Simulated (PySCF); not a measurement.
## Electric field gradients and quadrupole coupling constants

Compound: C₅H₈F₂O₂Si.
Z-matrix (Å and degrees, GFN2-xTB geometry), rows numbered from 1:
```
O 
C   1  1.1997
C   2  1.4922  1  124.50
F   3  1.3925  2  108.66  1  -172.38
O   3  1.3909  2  110.34  1   -52.15
C   5  1.3857  3  119.92  2   166.04
F   6  1.3777  5  110.27  3    61.91
C   6  1.5278  5  116.51  3   -62.21
C   8  1.5303  6  111.58  5    68.45
Si  9  1.8983  8  109.20  6   -58.14
H   2  1.1054  1  122.62  3   174.49
H   6  1.0996  5  104.04  3   175.38
H   8  1.0921  6  107.46  5  -170.53
H   8  1.0910  6  107.69  5   -53.76
H   9  1.0920  8  108.64  6    62.65
H   9  1.0898  8  109.52  6   179.20
H  10  1.4595  3  105.76  2    83.64
H  10  1.4618  3  106.42  2   -39.88
```

Field gradients from the PBE0/pcSseg-1 density (PySCF, non-relativistic), principal values in atomic units, ordered |Vxx| ≤ |Vyy| ≤ |Vzz|:

```
atom      Vxx      Vyy      Vzz
  O1   0.4355   1.6236  -2.0591
  O5  -0.2920  -1.6644   1.9564
```

Question: Find the asymmetry η = (Vxx − Vyy)/Vzz and the couplings χ = eQV/h (234.96 MHz × Q in barn × V in au), with Q(17O) = −0.0256 b.

Answer: 
```json
{"atom": "O1", "environment": "aldehyde oxygen", "nucleus": "17O", "η": "0.58", "χzz (MHz)": "12.39", "χxx (MHz)": "-2.62", "χyy (MHz)": "-9.77"}
{"atom": "O5", "environment": "cyclic ether oxygen", "nucleus": "17O", "η": "0.70", "χzz (MHz)": "-11.77", "χxx (MHz)": "1.76", "χyy (MHz)": "10.01"}
```

The tensor is traceless: Vxx + Vyy + Vzz = 0.

Question: What is Vzz at O1 in SI units (1 au = 9.71736 × 10²¹ V/m²)?

Answer: -2.0591 au = -20.009 × 10²¹ V/m².

Question: And the gradient at the other heavy atoms, for which no coupling is worked out here?

Answer: 
| atom | environment | Vzz (au) | η |
| --- | --- | --- | --- |
| C2 | aldehyde carbon | 0.553 | 0.07 |
| C3 | sp3 C–F carbon | -0.520 | 0.89 |
| F4 | alkyl fluorine | 2.985 | 0.06 |
| C6 | sp3 C–F carbon | -0.487 | 0.90 |
| F7 | alkyl fluorine | 2.920 | 0.07 |
| C8 | ring CH2 carbon | -0.073 | 0.67 |
| C9 | sp3 carbon bound to silicon | 0.089 | 0.31 |
| Si10 | SiH2 silicon | 0.378 | 0.27 |

Question: What couplings would deuterons (Q(2H) = 0.00286 b) have in place of the hydrogens, at this geometry?

Answer: 
| atom | bonded to | bond length (Å) | Vzz (au) | η | χzz (kHz) |
| --- | --- | --- | --- | --- | --- |
| H11 | C2 | 1.105 | 0.2702 | 0.02 | 182 |
| H12 | C6 | 1.100 | 0.2715 | 0.04 | 182 |
| H13 | C8 | 1.092 | 0.3009 | 0.03 | 202 |
| H14 | C8 | 1.091 | 0.3013 | 0.02 | 202 |
| H15 | C9 | 1.092 | 0.3054 | 0.02 | 205 |
| H16 | C9 | 1.090 | 0.3145 | 0.03 | 211 |
| H17 | Si10 | 1.460 | 0.1638 | 0.01 | 110 |
| H18 | Si10 | 1.462 | 0.1605 | 0.01 | 108 |

Isolated species at its GFN2-xTB geometry (one conformer only). GFN2-xTB bond lengths can be off by several hundredths of an ångström, more for odd bonds, and the gradients follow them. With a basis this small, the couplings can be 20 % off.
